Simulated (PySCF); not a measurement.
BrH₆SbSi₂, SMILES [SiH3][Sb]([SiH3])[Br].

Coordinates come from a B3LYP-D3(BJ)/def2-SVP optimisation. The def2 effective core potentials stand for the cores of Sb; spin–orbit coupling is left out.

These are C-PCM-PBE0/def2-SVP (PySCF 2.14.0) values and carry that method's errors.

The values are the electrostatic part of the solvation free energy, E(continuum) − E(gas) at the gas-phase geometry, in a cavity of scaled van der Waals radii (PySCF's table); cavitation and dispersion terms are not included. A continuum can't describe solvent molecules that bind to the metal. In vacuum the orbital gap is 4.91 eV. The dipole moment in vacuum is 2.37 D.

```csv
solvent,ε,ΔG(elec) (kcal/mol),dipole (D),gap (eV)
water,78.36,-2.6,3.63,4.99
"N,N-dimethylformamide",37.22,-2.6,3.61,4.99
methanol,32.61,-2.6,3.60,4.99
```
